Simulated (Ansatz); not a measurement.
Geometry optimisation, RKS PBE0-D4/def2-SVP (Ansatz).

The input (input.yaml):

```yaml
crystal:
  periodic: [false, false, false]
  atoms:
    - { symbol: F, position_ang: [-2.08943, -0.11279, -1.17669] }
    - { symbol: Si, position_ang: [-0.4888, -0.0468, -0.9759] }
    - { symbol: O, position_ang: [-0.0585, 1.1569, -0.0433] }
    - { symbol: P, position_ang: [1.1284, 0.6743, 0.9824] }
    - { symbol: H, position_ang: [0.17411, -0.13783, -2.31735] }
    - { symbol: H, position_ang: [0.199, 0.0408, 1.9131] }
basis:
  gaussian: { orbitals: def2-SVP }
hamiltonian:
  xc: pbe0
  dispersion: d4
relax:
  f_tol: 0.015
  max_steps: 40
output:
  orbitals: {}
```

Run as:

```bash
$ ansatz run input.yaml --threads 1 --pin off --max-ram 2048MiB --backend cpu --events-out ev --progress --plain --runs-dir out
```

**Question.** Where does it end, and by what steps?

**Answer.** It converged. After 9 steps the energy has fallen by 1.858 eV; F1 moved furthest, 0.51 Å.

```json
{"step": "0", "energy less start (eV)": "0.0000", "largest force component (eV/Å)": "4.470", "accepted": "yes"}
{"step": "1", "energy less start (eV)": "-0.8153", "largest force component (eV/Å)": "3.198", "accepted": "yes"}
{"step": "2", "energy less start (eV)": "-1.6546", "largest force component (eV/Å)": "1.176", "accepted": "yes"}
{"step": "3", "energy less start (eV)": "-1.7391", "largest force component (eV/Å)": "2.014", "accepted": "yes"}
{"step": "4", "energy less start (eV)": "-1.8279", "largest force component (eV/Å)": "0.827", "accepted": "yes"}
{"step": "5", "energy less start (eV)": "-1.8537", "largest force component (eV/Å)": "0.354", "accepted": "yes"}
{"step": "6", "energy less start (eV)": "-1.8570", "largest force component (eV/Å)": "0.162", "accepted": "yes"}
{"step": "7", "energy less start (eV)": "-1.8577", "largest force component (eV/Å)": "0.018", "accepted": "yes"}
{"step": "8", "energy less start (eV)": "-1.8577", "largest force component (eV/Å)": "0.029", "accepted": "no"}
{"step": "9", "energy less start (eV)": "-1.8578", "largest force component (eV/Å)": "0.004", "accepted": "yes"}
```

```xyz
6
Properties=species:S:1:pos:R:3
F -1.856 -0.350 -0.786
Si -0.312 0.099 -0.911
O 0.087 1.534 -0.179
P 0.958 0.339 0.824
H 0.097 -0.100 -2.314
H -0.109 0.053 1.748
```

Time of the run: 15 s on 1 thread of Intel(R) Xeon(R) 6975P-C (Granite Rapids) (shared host), peak memory 0.17 GiB.
